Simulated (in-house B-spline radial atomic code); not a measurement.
# Ionising Cd⁶⁺ with different functionals

Computed with a B-spline radial code for spherical atoms: scalar-relativistic (spin-free X2C) Hamiltonian, Fermi nucleus of rms radius 4.6087 fm, spin-polarised at highest spin, spherical fractional occupations for the functionals, the average over the highest-spin determinants for Hartree-Fock. The ionisation energy is the difference of two self-consistent energies, [Kr] 4d6 → [Kr] 4d5, without Breit or QED terms; ε is the level of the shell that loses the electron (its least bound occupied spin orbital). There is no spin-orbit coupling in this Hamiltonian.

Hybrids are left out here: with spherical fractional occupations of an open shell their exact exchange keeps a self-interaction that integer-occupation calculations don't have.

| method | rung | ΔSCF (eV) | -ε(4d) (eV) |
| --- | --- | --- | --- |
| Hartree-Fock | Hartree-Fock | 104.22 | 105.43 |
| LDA VWN5 | LDA | 106.68 | 97.27 |
| LDA PW92 | LDA | 106.68 | 97.27 |
| LDA exchange-only | LDA | 104.30 | 95.00 |
| PBE | GGA | 106.22 | 96.86 |
| PBEsol | GGA | 106.23 | 96.86 |
| BLYP | GGA | 106.16 | 96.75 |
| RPBE | GGA | ? | ? |
| PW91 | GGA | 106.36 | 96.99 |
| BP86 | GGA | 106.38 | 97.00 |
| AM05 | GGA | 106.34 | 96.96 |
| OLYP | GGA | 106.56 | 97.15 |
| TPSS | meta-GGA | 106.00 | 96.66 |
| SCAN | meta-GGA | 105.35 | 96.26 |
| r2SCAN | meta-GGA | 105.34 | 96.26 |
| revTPSS | meta-GGA | ? | ? |

(1) What does RPBE give?

(2) What does revTPSS give?

(3) How do they compare with the NIST value?

Answers

(1) ΔSCF 106.16 eV, and -ε(4d) = 96.80 eV.

(2) ΔSCF 105.90 eV, and -ε(4d) = 96.58 eV.

(3) NIST lists 105 eV ± 2 (tabulated theory, ground level to ground level). Errors run from -0.78 to +1.68 eV; all lie within about twice that uncertainty, so the table can't rank the methods. Hartree-Fock also lacks correlation.
